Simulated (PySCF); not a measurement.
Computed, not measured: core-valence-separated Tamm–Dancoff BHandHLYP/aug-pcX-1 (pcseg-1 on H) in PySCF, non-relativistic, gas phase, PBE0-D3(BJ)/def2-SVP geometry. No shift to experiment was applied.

Main lines of an unknown, eV (oscillator strength): C K: 284.2 (0.009), 284.5 (0.011), 284.9 (0.010), 285.0 (0.009), 285.4 (0.014); N K: 400.5 (0.012), 401.6 (0.041), 401.8 (0.041). Listed: the first five lines at most of each edge with a tenth or more of its strongest line's intensity; roots within 0.03 eV on the same or equivalent atoms are summed. Only the lowest roots were sought, and the top ones are left out.

Question: Which candidate gives them?
A. `[BH3-][NH2+]CCC`
B. `CC(C)[BH2-][NH3+]`

Answer: B. 

- `CC(C)[BH2-][NH3+]`: C K: 284.2 (0.009), 284.5 (0.011), 284.9 (0.010), 285.0 (0.009), 285.4 (0.014); N K: 400.5 (0.012), 401.6 (0.041), 401.8 (0.041). First C line listed at 284.2 eV, hole on the sp3 carbon bound to boron; first N line listed at 400.5 eV, hole on the nitrogen bonded to B and 3 H.
- `[BH3-][NH2+]CCC`: C K: 285.4 (0.009), 285.6 (0.016), 286.1 (0.026), 286.2 (0.030), 286.2 (0.030); N K: 400.9 (0.019), 401.6 (0.039), 403.1 (0.004), 403.5 (0.029), 403.8 (0.006). First C line listed at 285.4 eV, hole on the methyl carbon; first N line listed at 400.9 eV, hole on the nitrogen bonded to B, C and 2 H.

One conformer each; other structures than these candidates weren't tested.

Shape of the structure used: `[CH3:1][CH:2]([CH3:3])[BH2-:4][NH3+:5]`: C1–C2–B4–N5 59°.
